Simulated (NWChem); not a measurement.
# GaF, singlet; SMILES [F][Ga]

```xyz
2

Ga     0.0000     0.0000    -0.3948
F      0.0000     0.0000     1.3843
```
Atoms are numbered in this order, from 1.

Low-valent species are run as closed-shell singlets; no triplet was tried in these runs. All runs use the structure optimised with PBE0/def2-SVP.

 States above −ε(HOMO) = 7.1 eV lie in this functional's continuum and hang on the basis.

Problem. List the 6 lowest vertical singlet excitations and the 6 lowest triplet ones from LDA (Slater exchange, VWN5)/def2-SVPD, TDA (NWChem).

Solution. 
```
state  energy (eV)  oscillator strength  leading excitation (squared amplitude)
-----  -----------  -------------------  --------------------------------------
S1            5.86                0.260                      HOMO → LUMO (0.89)
S2            5.86                0.260                    HOMO → LUMO+1 (0.89)
S3            6.64                0.000                  HOMO−2 → LUMO+1 (0.47)
S4            6.77                0.000                  HOMO−2 → LUMO+1 (0.37)
S5            6.77                0.000                    HOMO−2 → LUMO (0.37)
S6            7.29                0.115                    HOMO → LUMO+2 (0.53)
T1            4.17       spin-forbidden                      HOMO → LUMO (0.99)
T2            4.17       spin-forbidden                    HOMO → LUMO+1 (0.99)
T3            6.36       spin-forbidden                    HOMO−2 → LUMO (0.46)
T4            6.44       spin-forbidden                    HOMO → LUMO+2 (0.98)
T5            6.51       spin-forbidden                  HOMO−2 → LUMO+1 (0.37)
T6            6.51       spin-forbidden                    HOMO−2 → LUMO (0.37)
```
